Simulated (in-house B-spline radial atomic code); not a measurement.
Values are calculated unless marked as measured or tabulated.
# Weak and strong correlation along the adiabatic connection

Two-electron singlets in several external potentials (atomic units), by full CI in B-splines with partial waves to l = 8 (correlation energies up to 0.6 % small). The repulsion is scaled by λ at fixed density; W(λ) is the mean repulsion less the Hartree energy, W(0) = E_x, and the area under W from 0 to 1 is E_xc.

One system gave this curve:

```csv
λ,W (hartree)
0,-0.27559
0.02,-0.27759
0.05,-0.28045
0.12,-0.28659
0.25,-0.29629
0.4,-0.30528
0.6,-0.31463
0.8,-0.32184
1,-0.32756
1.4,-0.33608
2,-0.34456
3,-0.35321
4.5,-0.3607
7,-0.3676
```

Problem. Which system is it?
A. ω²r²/2 − Z/r, ω = 1.81, Z = 3
B. −V exp(−r²/w²), V = 1.27, w = 8.88
C. −Z exp(−kr)/r, Z = 2.35, k = 0.508
D. −Z/r, Z = 15

Solution. B. The exchange energy sets the size: −V exp(−r²/w²), V = 1.27, w = 8.88: E_x = -0.276, E_c = -0.0319; −Z/r, Z = 15: E_x = -9.15, E_c = -0.0458; ω²r²/2 − Z/r, ω = 1.81, Z = 3: E_x = -1.9, E_c = -0.0427; −Z exp(−kr)/r, Z = 2.35, k = 0.508: E_x = -1.17, E_c = -0.0432 hartree.
